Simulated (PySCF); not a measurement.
Ga(H)(Br)(OMe) (CH₄BrGaO), SMILES C[O][GaH][Br]. Coordinates come from a PBE-D3(BJ)/def2-SVP optimisation. The structure was generated by enumeration; whether it is a known compound was not checked. One conformer was computed; it need not be the lowest.

The numbers are results of PySCF with PBE-D3(BJ)/def2-SVP, not measurements.

Harmonic wavenumbers (cm⁻¹): 91, 99, 139, 263, 296, 420, 559, 600, 1095, 1134, 1155, 1416, 1418, 1421, 1995, 2919, 3003, 3008. Rotational constants (GHz): 4.794, 1.557, 1.184; symmetry number 1.

**Question.** Work out the zero-point energy and the ideal-gas rigid-rotor harmonic-oscillator thermochemistry at 298.15 K and 1 atm.

**Answer.** ZPE = ½ Σ hcν = ½ × 21031 cm⁻¹ = 125.80 kJ/mol. H − E(el) = 145.60 kJ/mol. Entropy in J/(mol K): translation 173.63, rotation 117.10, vibration 63.17, total 353.89. G − E(el) = 40.09 kJ/mol. Cp = 91.43 J/(mol K). Modes under 150 cm⁻¹ make the vibrational entropy uncertain.
